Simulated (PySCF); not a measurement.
## Functional dependence of a UV spectrum

Compound: SF₆.
SMILES: `FS(F)(F)(F)(F)F`

Linear-response calculations in the def2-SVPD basis (PySCF; singlets by full response, triplets Tamm–Dancoff, core orbitals frozen in the response; HF means time-dependent Hartree–Fock). 'Strongest' is the level of largest summed f among the singlets computed (10 roots, of which the last may lack a degenerate partner); it can jump between rows when another state enters that window. S1 is the lowest singlet of each run and needn't be the same state throughout; f(S1) is that of one state. Isolated species at its PBE0-D3(BJ)/def2-SVP geometry, gas phase.

```
functional                               kind  S1 (eV)  f(S1)  strongest (eV)  T1 (eV)  HOMO (eV)  gap (eV)  ionisation energy, ΔSCF (eV)
       LDA                                LDA     7.04  0.000            8.48     6.73     -10.58      6.87                         14.42
       PBE                                GGA     7.12  0.000            8.52     6.78     -10.33      6.97                         14.11
     B3LYP  global hybrid, 20% exact exchange     8.15  0.000            9.55     7.71     -12.31      9.74                         15.11
      PBE0  global hybrid, 25% exact exchange     8.49  0.000            9.90     8.00     -12.65     10.53                   not settled
 BHandHLYP  global hybrid, 50% exact exchange     9.61  0.000           10.98     9.00     -14.96     14.04                         16.24
 CAM-B3LYP             range-separated hybrid     8.65  0.000           10.09     8.14     -14.24     13.17                         15.62
   wB97X-D             range-separated hybrid     8.70  0.000           10.12     8.21     -14.65     14.40                         15.46
   LC-wPBE             range-separated hybrid     8.96  0.000           10.43     8.39     -15.45     15.82                         15.73
        HF                       Hartree–Fock    11.62  0.000           12.87    10.79     -18.73     20.58                   not settled
```

S1 runs from 7.04 eV (LDA) to 11.62 eV (HF), a spread of 4.58 eV, while the orbital gap spreads over 13.7 eV. Along PBE (0%), B3LYP (20%), PBE0 (25%), BHandHLYP (50%), HF (100%) S1 rises with the share of exact exchange. −ε(HOMO) comes closest to its own ΔSCF ionisation energy with LC-wPBE (-0.28 eV) and misses most with LDA (-3.83 eV). 'Not settled' means that the ion's SCF failed to converge or may have ended in another state than the lowest.
